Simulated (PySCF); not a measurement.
**Two-component Hartree-Fock for Ta⁴³⁺ (tantalum, charge +43)**

Start: [Ar] 3d10 4s2. Calculated with PySCF 2.14 in an uncontracted even-tempered set (18 s from 2.3 bohr⁻², ratio 2.6; 15 p from 3 bohr⁻², ratio 2.6; 10 d from 3 bohr⁻², ratio 2.6; 6 f from 3.1 bohr⁻², ratio 2.8): generalised Hartree-Fock with the X2C-1e Hamiltonian and a Gaussian nucleus; spin-orbit coupling (SO) screened by Boettger's factors.

| spinor shell | electrons | ε, screened SO (eV) | weight of nominal j (screened SO) | rms radius, screened SO (bohr) |
| --- | --- | --- | --- | --- |
| 1s1/2 | 2 | -69867.5 | 1.000 | 0.0211 |
| 2s1/2 | 2 | -13850.0 | 1.000 | 0.0852 |
| 2p1/2 | 2 | -13314.5 | 1.000 | 0.0724 |
| 2p3/2 | 4 | -12033.9 | 1.000 | 0.0797 |
| 3s1/2 | 2 | -4725.8 | 1.000 | 0.215 |
| 3p1/2 | 2 | -4490.0 | 1.000 | 0.206 |
| 3d3/2 | 4 | -3819.1 | 1.000 | 0.193 |
| 3d5/2 | 6 | -3755.5 | 1.000 | 0.196 |
| 4s1/2 | 2 | -2251.8 | 1.000 | 0.433 |

Question: Where does 3p3/2 lie, and what is the 3p spin-orbit splitting (screened SO)?

Answer: At -4197.8 eV, 292.18 eV above 3p1/2.

```
   quantity   screened SO
E (hartree)  -14381.45894
        M_J             0
       ⟨J²⟩         0.000
       ⟨L²⟩         0.058
       ⟨S²⟩         0.058
```

Breit and QED terms are absent; they matter most for the inner s and p1/2 levels.

Densities and radii are taken from the X2C orbitals without a picture-change correction, which distorts them close to the nucleus.
